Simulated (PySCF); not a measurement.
# Dipole response of Co (cobalt, neutral)

[Ar] 3d7 4s2, high-spin 4F determinant. Computed with PySCF 2.14 in ANO-RCC-VTZP, with the spin-free X2C one-electron Hamiltonian (Gaussian nucleus). Coupled (time-dependent) response in atomic units; α is the mean over directions. The basis has no added diffuse functions, which lowers α and C₆.

```tsv
method	mean α (bohr³)	C₆ (like pair)	S(−4)
wB97X	47.55	386.1	1076
```

S(−4) is the Cauchy moment in α(ω) = α(0) + S(−4) ω² + …

Reference α: 55 ± 4 bohr³ (recommended; Schwerdtfeger and Nagle, table of static dipole polarizabilities (2023 update)). Published C₆: 408.0 (Chu and Dalgarno (2004); Tang, Norbeck and Certain (1976)).

α(iu) at wB97X:

```
u (hartree)  α(iu) (bohr³)
          0          47.55
     0.0500          45.02
      0.100          38.93
      0.200          25.83
      0.300          17.12
      0.500          8.950
      0.750          5.200
       1.00          3.598
       1.50          2.209
       2.00          1.567
       3.00         0.9269
       5.00         0.4291
```

A single London oscillator, α(iu) = α/(1 + u²/ω²), gives C₆ = (3/4) ω α². Matching the computed C₆ needs ω = 4 × 386.1 / (3 × 47.55²) = 0.228 hartree.
